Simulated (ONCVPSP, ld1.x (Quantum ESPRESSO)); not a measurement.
Potentials for O compared

Generated with ld1.x 7.5 (TM, RRKJ, ultrasoft, PAW), atompaw 4.2 or ONCVPSP 4.0.1. The cutoff is in Ry: for ld1.x and atompaw files where the sum of valence levels is converged to 10 mRy in a Bessel basis, for ONCV files where the hardest occupied wave has 1 mHa per electron of residual kinetic energy. The error is the largest all-electron minus pseudo excitation energy over each file’s own four to seven test configurations (ionisations up to +4, promotions, holes and added fractions of an electron), all of which were solved. The labels leave out finer settings (local radius, basis sizes, second energies), which also bear on the numbers. Spin-polarised tests are not counted. The rows are a selection from randomly drawn settings: files with unsolved tests, undetermined cutoffs or missed reference levels are left out.

| potential | cutoff (Ry) | largest error (meV) | bound ghosts |
| --- | --- | --- | --- |
| RRKJ, LDA (PZ), scalar-relativistic, rc 0.65/1.05/1.00 (spd), local smoothed, core correction no, reference 2s2 2p4 | 100 | +287 | none |
| ONCV, LDA (Perdew-Zunger), scalar-relativistic, rc 0.95/1.45/1.50 (spd), local smoothed, core correction yes, reference 2s2 2p3, qcut 7.7/11.8/6, projectors 1/1/2 | 101 | +335 | none |
| ultrasoft, PBE, non-relativistic, rc 1.00/1.20 (sp), local smoothed, core correction yes, reference 2s1.75 2p4.25 | 50 | +117 | none |
| ONCV, LDA (Perdew-Wang 92), scalar-relativistic, rc 0.75/1.80/1.75 (spd), local s, core correction yes, reference 2s2 2p2, qcut 10/6.4/6, projectors 0/2/2 | 87 | +3020 | none |
| PAW, PBE, scalar-relativistic, rc 1.00/1.55/1.30 (spd), local smoothed, core correction yes, reference 2s2 2p4 | 30 | -12 | none |
| ONCV, PBE, scalar-relativistic, rc 0.75/1.20/1.15 (spd), local smoothed, core correction yes, reference 2s2 2p3, qcut 11/11.7/7.1, projectors 2/3/2 | 90 | +770 | none |
| ONCV, PBEsol, scalar-relativistic, rc 0.85/1.25/1.25 (spd), local s, core correction yes, reference 2s2 2p4, qcut 6.9/13.7/8.1, projectors 0/2/2 | 302 | +216 | none |
| ONCV, PBE, scalar-relativistic, rc 0.70/2.15/2.05 (spd), local smoothed, core correction yes, reference 2s1.5 2p4.5, qcut 8.1/7.4/5.6, projectors 2/2/1 | 126 | +8299 | none |

(1) Fill in the row for O: ONCV, PBE, non-relativistic, rc 0.60/1.70/1.80 (spd), local s, core correction yes, reference 2s2 2p4, qcut 11.4/9.4/4.9, projectors 0/1/2.

Results:

(1) cutoff 246 Ry, largest error +3211 meV, bound ghosts: none.
